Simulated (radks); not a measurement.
Results of a calculation; reference values are marked as such.
Nd+, 59 electrons, occupied as [Xe] 4f4 6s1. Code: a radial shooting solver on a logarithmic mesh with Libxc functionals. Model: Dirac Kohn-Sham, BLYP, spin-unpolarised, spherical densities, finite nucleus; open shells fill j = l - 1/2 first; Fermi nuclear charge, rms radius 4.9123 fm.

Normalised radial functions P(r) = r R(r) (large component), r in bohr:

r           4d3/2    4d5/2
0.001539   0.0000   0.0000
0.002448   0.0001   0.0001
0.003862   0.0004   0.0002
0.006093   0.0011   0.0008
0.009691   0.0038   0.0030
0.01529    0.0122   0.0103
0.02412    0.0378   0.0336
0.03837    0.1105   0.1017
0.06053    0.2760   0.2611
0.09551    0.5515   0.5337
0.1519     0.7521   0.7459
0.2397     0.3892   0.4110
0.3781    -0.6478  -0.6106
0.6014    -1.3251  -1.3137
0.9488    -0.8749  -0.8912
1.497     -0.2339  -0.2459
2.381     -0.0197  -0.0217
3.756     -0.0004  -0.0004
5.926     0.0000  0.0000
9.426     0.0000  0.0000

4d3/2: eigenvalue -124.32 eV, 1 radial node at r = 0.290 bohr, <r> = 0.702 bohr, 90 % of the charge inside 1.06 bohr. 4d5/2: eigenvalue -120.34 eV, 1 radial node at r = 0.294 bohr, <r> = 0.712 bohr, 90 % of the charge inside 1.07 bohr.
